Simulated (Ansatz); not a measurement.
Total energies of Si(CF3)H3 (CH₃F₃Si) from Ansatz at r2SCAN-D4/def2-TZVPD, gas phase (1 Eh = 27.2114 eV = 2625.5 kJ/mol). The reference geometry is relaxed at r2SCAN-D4/def2-SVP.

```tsv
state	geometry	energy (Eh)
charge 0 singlet	reference	-628.91711
charge -1 doublet	reference	-628.87757
free Si atom (triplet)	–	-289.34127
free C atom (triplet)	–	-37.83299
free F atom (doublet)	–	-99.72844
free H atom (doublet)	–	-0.49993
```

Problem. Work out the vertical electron affinity, to the doublet.

Solution. E(charge 0 singlet) − E(charge -1 doublet) = -628.91711 − (-628.87757) = -0.03954 Eh = -1.08 eV; negative, so the extra electron isn't bound.

Problem. What is the binding energy per atom against free atoms?

Solution. Atoms: 1 × (-289.34127) + 1 × (-37.83299) + 3 × (-99.72844) + 3 × (-0.49993) = -627.85937 Eh. Binding: -627.85937 − (-628.91711) = 1.05774 Eh = 28.78 eV, or 3.60 eV for each of 8 atoms (no zero-point energy, no counterpoise term).

At r2SCAN-D4/def2-TZVPD the highest occupied level of the charge -1 doublet lies above zero (up to 2.40 eV). By energy differences it is unbound by 1.08 eV (vertical, against the charge 0 singlet, at r2SCAN-D4/def2-TZVPD) and held by the finite basis.
